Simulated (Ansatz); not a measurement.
Harmonic vibrations of C$_{2}$H$_{5}$ClInN (`C[C](=N)[InH][Cl]`) by finite differences.

```yaml
crystal:
  periodic: [false, false, false]
  atoms:
    - {symbol: C, position_ang: [-0.212324, -0.416233, 1.551606]}
    - {symbol: C, position_ang: [0.035895, 0.358099, 0.297239]}
    - {symbol: N, position_ang: [0.248711, 1.599207, 0.340093]}
    - {symbol: In, position_ang: [0.032914, -0.657489, -1.640023]}
    - {symbol: Cl, position_ang: [0.480481, 1.129316, -3.122351]}
    - {symbol: H, position_ang: [0.532948, -1.209339, 1.666628]}
    - {symbol: H, position_ang: [-0.173504, 0.246784, 2.418625]}
    - {symbol: H, position_ang: [-1.190064, -0.906361, 1.512310]}
    - {symbol: H, position_ang: [0.403279, 2.010894, -0.582708]}
    - {symbol: H, position_ang: [-0.158336, -2.154877, -2.441420]}
basis:
  gaussian: {orbitals: def2-TZVP}
hamiltonian: {xc: pbe0, dispersion: d4}
phonons: {temperatures: {t_min: 298.15, t_max: 900, t_step: 200}}
```

```sh
$ ansatz run in.yaml --threads 4 --pin off --events-out ev --progress --plain
```

Shortened log:

```
Functional definition: PBE0
mean field -21335.87402580 eV, -784.0789084732 hartree, gradient 3.8e-5 eV, S^2 0.000000; 0 other end points of the search recorded, 0 dependent functions left out
mean field -21335.87385970 eV, -784.0789023694 hartree, gradient 1.3e-6 eV, S^2 0.000000; 0 other end points of the search recorded, 0 dependent functions left out
mean field -21335.87387018 eV, -784.0789027542 hartree, gradient 1.3e-6 eV, S^2 0.000000; 0 other end points of the search recorded, 0 dependent functions left out
mean field -21335.87384286 eV, -784.0789017505 hartree, gradient 1.3e-6 eV, S^2 0.000000; 0 other end points of the search recorded, 0 dependent functions left out
mean field -21335.87387015 eV, -784.0789027532 hartree, gradient 1.3e-6 eV, S^2 0.000000; 0 other end points of the search recorded, 0 dependent functions left out
mean field -21335.87389442 eV, -784.0789036453 hartree, gradient 1.3e-6 eV, S^2 0.000000; 0 other end points of the search recorded, 0 dependent functions left out
mean field -21335.87385056 eV, -784.0789020333 hartree, gradient 1.3e-6 eV, S^2 0.000000; 0 other end points of the search recorded, 0 dependent functions left out
mean field -21335.87398345 eV, -784.0789069168 hartree, gradient 1.3e-6 eV, S^2 0.000000; 0 other end points of the search recorded, 0 dependent functions left out
mean field -21335.87398495 eV, -784.0789069721 hartree, gradient 1.3e-6 eV, S^2 0.000000; 0 other end points of the search recorded, 0 dependent functions left out
mean field -21335.87379205 eV, -784.0788998833 hartree, gradient 1.3e-6 eV, S^2 0.000000; 0 other end points of the search recorded, 0 dependent functions left out
mean field -21335.87378601 eV, -784.0788996610 hartree, gradient 1.3e-6 eV, S^2 0.000000; 0 other end points of the search recorded, 0 dependent functions left out
mean field -21335.87393347 eV, -784.0789050801 hartree, gradient 1.3e-6 eV, S^2 0.000000; 0 other end points of the search recorded, 0 dependent functions left out
mean field -21335.87388579 eV, -784.0789033281 hartree, gradient 1.3e-6 eV, S^2 0.000000; 0 other end points of the search recorded, 0 dependent functions left out
mean field -21335.87400179 eV, -784.0789075910 hartree, gradient 1.3e-6 eV, S^2 0.000000; 0 other end points of the search recorded, 0 dependent functions left out
mean field -21335.87400149 eV, -784.0789075798 hartree, gradient 1.3e-6 eV, S^2 0.000000; 0 other end points of the search recorded, 0 dependent functions left out
mean field -21335.87382170 eV, -784.0789009729 hartree, gradient 1.3e-6 eV, S^2 0.000000; 0 other end points of the search recorded, 0 dependent functions left out
mean field -21335.87376497 eV, -784.0788988879 hartree, gradient 1.3e-6 eV, S^2 0.000000; 0 other end points of the search recorded, 0 dependent functions left out
mean field -21335.87390291 eV, -784.0789039571 hartree, gradient 1.3e-6 eV, S^2 0.000000; 0 other end points of the search recorded, 0 dependent functions left out
mean field -21335.87387810 eV, -784.0789030455 hartree, gradient 1.3e-6 eV, S^2 0.000000; 0 other end points of the search recorded, 0 dependent functions left out
mean field -21335.87401211 eV, -784.0789079701 hartree, gradient 1.3e-6 eV, S^2 0.000000; 0 other end points of the search recorded, 0 dependent functions left out
mean field -21335.87401594 eV, -784.0789081111 hartree, gradient 1.3e-6 eV, S^2 0.000000; 0 other end points of the search recorded, 0 dependent functions left out
mean field -21335.87395573 eV, -784.0789058983 hartree, gradient 1.3e-6 eV, S^2 0.000000; 0 other end points of the search recorded, 0 dependent functions left out
mean field -21335.87397477 eV, -784.0789065981 hartree, gradient 1.3e-6 eV, S^2 0.000000; 0 other end points of the search recorded, 0 dependent functions left out
mean field -21335.87394606 eV, -784.0789055428 hartree, gradient 1.3e-6 eV, S^2 0.000000; 0 other end points of the search recorded, 0 dependent functions left out
mean field -21335.87400433 eV, -784.0789076843 hartree, gradient 1.3e-6 eV, S^2 0.000000; 0 other end points of the search recorded, 0 dependent functions left out
mean field -21335.87403136 eV, -784.0789086777 hartree, gradient 1.3e-6 eV, S^2 0.000000; 0 other end points of the search recorded, 0 dependent functions left out
mean field -21335.87401646 eV, -784.0789081300 hartree, gradient 1.3e-6 eV, S^2 0.000000; 0 other end points of the search recorded, 0 dependent functions left out
mean field -21335.87402186 eV, -784.0789083285 hartree, gradient 1.3e-6 eV, S^2 0.000000; 0 other end points of the search recorded, 0 dependent functions left out
mean field -21335.87398710 eV, -784.0789070510 hartree, gradient 1.3e-6 eV, S^2 0.000000; 0 other end points of the search recorded, 0 dependent functions left out
mean field -21335.87395889 eV, -784.0789060146 hartree, gradient 1.3e-6 eV, S^2 0.000000; 0 other end points of the search recorded, 0 dependent functions left out
mean field -21335.87405847 eV, -784.0789096740 hartree, gradient 1.3e-6 eV, S^2 0.000000; 0 other end points of the search recorded, 0 dependent functions left out
mean field -21335.87397023 eV, -784.0789064312 hartree, gradient 1.3e-6 eV, S^2 0.000000; 0 other end points of the search recorded, 0 dependent functions left out
mean field -21335.87397153 eV, -784.0789064788 hartree, gradient 1.3e-6 eV, S^2 0.000000; 0 other end points of the search recorded, 0 dependent functions left out
mean field -21335.87396372 eV, -784.0789061918 hartree, gradient 1.3e-6 eV, S^2 0.000000; 0 other end points of the search recorded, 0 dependent functions left out
mean field -21335.87396812 eV, -784.0789063537 hartree, gradient 1.3e-6 eV, S^2 0.000000; 0 other end points of the search recorded, 0 dependent functions left out
mean field -21335.87401963 eV, -784.0789082467 hartree, gradient 1.3e-6 eV, S^2 0.000000; 0 other end points of the search recorded, 0 dependent functions left out
mean field -21335.87400116 eV, -784.0789075680 hartree, gradient 1.3e-6 eV, S^2 0.000000; 0 other end points of the search recorded, 0 dependent functions left out
mean field -21335.87401159 eV, -784.0789079512 hartree, gradient 1.3e-6 eV, S^2 0.000000; 0 other end points of the search recorded, 0 dependent functions left out
mean field -21335.87401258 eV, -784.0789079874 hartree, gradient 1.3e-6 eV, S^2 0.000000; 0 other end points of the search recorded, 0 dependent functions left out
mean field -21335.87397600 eV, -784.0789066433 hartree, gradient 1.3e-6 eV, S^2 0.000000; 0 other end points of the search recorded, 0 dependent functions left out
mean field -21335.87398014 eV, -784.0789067953 hartree, gradient 1.3e-6 eV, S^2 0.000000; 0 other end points of the search recorded, 0 dependent functions left out
mean field -21335.87395905 eV, -784.0789060203 hartree, gradient 1.3e-6 eV, S^2 0.000000; 0 other end points of the search recorded, 0 dependent functions left out
mean field -21335.87395094 eV, -784.0789057221 hartree, gradient 1.3e-6 eV, S^2 0.000000; 0 other end points of the search recorded, 0 dependent functions left out
mean field -21335.87394089 eV, -784.0789053530 hartree, gradient 1.3e-6 eV, S^2 0.000000; 0 other end points of the search recorded, 0 dependent functions left out
mean field -21335.87394156 eV, -784.0789053776 hartree, gradient 1.3e-6 eV, S^2 0.000000; 0 other end points of the search recorded, 0 dependent functions left out
mean field -21335.87399259 eV, -784.0789072529 hartree, gradient 1.3e-6 eV, S^2 0.000000; 0 other end points of the search recorded, 0 dependent functions left out
mean field -21335.87399713 eV, -784.0789074196 hartree, gradient 1.3e-6 eV, S^2 0.000000; 0 other end points of the search recorded, 0 dependent functions left out
mean field -21335.87402031 eV, -784.0789082716 hartree, gradient 1.3e-6 eV, S^2 0.000000; 0 other end points of the search recorded, 0 dependent functions left out
mean field -21335.87400195 eV, -784.0789075970 hartree, gradient 1.3e-6 eV, S^2 0.000000; 0 other end points of the search recorded, 0 dependent functions left out
mean field -21335.87401667 eV, -784.0789081380 hartree, gradient 1.3e-6 eV, S^2 0.000000; 0 other end points of the search recorded, 0 dependent functions left out
mean field -21335.87400979 eV, -784.0789078849 hartree, gradient 1.3e-6 eV, S^2 0.000000; 0 other end points of the search recorded, 0 dependent functions left out
mean field -21335.87398965 eV, -784.0789071447 hartree, gradient 1.3e-6 eV, S^2 0.000000; 0 other end points of the search recorded, 0 dependent functions left out
mean field -21335.87398808 eV, -784.0789070870 hartree, gradient 1.3e-6 eV, S^2 0.000000; 0 other end points of the search recorded, 0 dependent functions left out
mean field -21335.87392640 eV, -784.0789048204 hartree, gradient 1.3e-6 eV, S^2 0.000000; 0 other end points of the search recorded, 0 dependent functions left out
mean field -21335.87391735 eV, -784.0789044877 hartree, gradient 1.3e-6 eV, S^2 0.000000; 0 other end points of the search recorded, 0 dependent functions left out
mean field -21335.87402220 eV, -784.0789083411 hartree, gradient 1.3e-6 eV, S^2 0.000000; 0 other end points of the search recorded, 0 dependent functions left out
mean field -21335.87402546 eV, -784.0789084609 hartree, gradient 1.3e-6 eV, S^2 0.000000; 0 other end points of the search recorded, 0 dependent functions left out
mean field -21335.87397583 eV, -784.0789066369 hartree, gradient 1.3e-6 eV, S^2 0.000000; 0 other end points of the search recorded, 0 dependent functions left out
mean field -21335.87401543 eV, -784.0789080922 hartree, gradient 1.3e-6 eV, S^2 0.000000; 0 other end points of the search recorded, 0 dependent functions left out
mean field -21335.87400867 eV, -784.0789078436 hartree, gradient 1.3e-6 eV, S^2 0.000000; 0 other end points of the search recorded, 0 dependent functions left out
mean field -21335.87402115 eV, -784.0789083023 hartree, gradient 1.3e-6 eV, S^2 0.000000; 0 other end points of the search recorded, 0 dependent functions left out
Total energy: -21336.07524184 eV, -784.0863030263 hartree
Atom 0 at    -0.212324    -0.416233     1.551606 Å, force    -0.000571    -0.000822    -0.000331 eV/Å
Atom 1 at     0.035895     0.358099     0.297239 Å, force     0.000253     0.000813     0.001763 eV/Å
Atom 2 at     0.248711     1.599207     0.340093 Å, force    -0.000579     0.002732    -0.003885 eV/Å
Atom 3 at     0.032914    -0.657489    -1.640023 Å, force    -0.001174    -0.001174    -0.001987 eV/Å
Atom 4 at     0.480481     1.129316    -3.122351 Å, force     0.000156     0.001674     0.001121 eV/Å
Atom 5 at     0.532948    -1.209339     1.666628 Å, force    -0.000592     0.000478     0.000343 eV/Å
Atom 6 at    -0.173504     0.246784     2.418625 Å, force     0.000039    -0.000867    -0.001098 eV/Å
Atom 7 at    -1.190064    -0.906361     1.512310 Å, force     0.001289     0.000115     0.000454 eV/Å
Atom 8 at     0.403279     2.010894    -0.582708 Å, force     0.000979    -0.001677     0.002717 eV/Å
Atom 9 at    -0.158336    -2.154877    -2.441420 Å, force     0.000201    -0.001271     0.000903 eV/Å
Dipole moment:    -0.156272    -0.716293     0.340896 e Å
Vibrations: 57.24 89.62 164.50 236.97 290.07 299.59 335.19 444.08 472.74 554.02 885.86 974.86 1074.61 1082.37 1291.59 1388.81 1455.63 1462.45 1710.71 1845.69 3036.26 3104.46 3134.68 3434.68 cm⁻¹, zero-point energy 1.787026 eV
```

It took 2.7 min on 4 threads of a server CPU on a shared host, with 0.63 GiB of host memory at the peak.
